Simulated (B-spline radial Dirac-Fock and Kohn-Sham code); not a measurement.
**Electron momentum distribution of Pd⁹⁺: Compton profiles**

System: the Pd⁹⁺ ion, configuration [Kr] 4d1.

Calculated with a radial atomic solver, using the impulse approximation on configuration-average Dirac-Fock orbitals. pz is in atomic units of momentum; subshell profiles are per electron, for a selection of subshells; open shells are spread over both j values by their weights.

| pz | J total | J 3s1/2 | J 3p1/2 | J 3p3/2 | J 4d5/2 |
| --- | --- | --- | --- | --- | --- |
| 0 | 4.066 | 0.153 | 0.0915 | 0.0938 | 0.183 |
| 0.2 | 4.050 | 0.153 | 0.0915 | 0.0938 | 0.183 |
| 0.3 | 4.028 | 0.152 | 0.0915 | 0.0938 | 0.183 |
| 0.4 | 3.998 | 0.151 | 0.0914 | 0.0938 | 0.183 |
| 0.5 | 3.959 | 0.149 | 0.0914 | 0.0938 | 0.183 |
| 0.6 | 3.912 | 0.147 | 0.0914 | 0.0937 | 0.183 |
| 0.8 | 3.789 | 0.143 | 0.0913 | 0.0936 | 0.182 |
| 1 | 3.632 | 0.137 | 0.0912 | 0.0935 | 0.180 |
| 1.2 | 3.445 | 0.131 | 0.0909 | 0.0931 | 0.176 |
| 1.4 | 3.237 | 0.124 | 0.0904 | 0.0926 | 0.169 |
| 1.6 | 3.018 | 0.116 | 0.0897 | 0.0919 | 0.160 |
| 1.8 | 2.798 | 0.108 | 0.0888 | 0.0908 | 0.147 |
| 2 | 2.587 | 0.0993 | 0.0876 | 0.0895 | 0.131 |
| 2.5 | 2.142 | 0.0783 | 0.0834 | 0.0848 | 0.0896 |
| 3 | 1.832 | 0.0591 | 0.0772 | 0.0780 | 0.0532 |
| 4 | 1.465 | 0.0305 | 0.0605 | 0.0601 | 0.0146 |
| 5 | 1.198 | 0.0160 | 0.0422 | 0.0410 | 0.00523 |
| 7 | 0.7548 | 0.0101 | 0.0155 | 0.0143 | 0.00415 |
| 10 | 0.3909 | 0.00831 | 0.00353 | 0.00344 | 0.00236 |
| 15 | 0.1684 | 0.00199 | 0.00267 | 0.00276 | 0.000497 |
| 20 | 0.08462 | 0.000397 | 0.00172 | 0.00166 | 0.000103 |
| 30 | 0.02806 | 0.000274 | 0.000404 | 0.000354 | 6.58e-06 |
| 40 | 0.01178 | 0.000165 | 9.57e-05 | 7.73e-05 | < 1e-6 |
| 60 | 0.002883 | 4.09e-05 | 8.94e-06 | 6.19e-06 | < 1e-6 |
| 100 | 0.0003434 | 4.10e-06 | < 1e-6 | < 1e-6 | < 1e-6 |

J(0) = 4.066. The 4p3/2 subshell gives the largest part, 22 %.

Mean momentum ⟨p⟩ by subshell (a.u.): 1s1/2 41.5, 2s1/2 14.6, 2p1/2 19.5, 2p3/2 18.7, 3s1/2 6.92, 3p1/2 8.26, 3p3/2 8.03, 3d3/2 9.46, 3d5/2 9.37, 4s1/2 3.27, 4p1/2 3.62, 4p3/2 3.55, 4d3/2 3.74, 4d5/2 3.71.
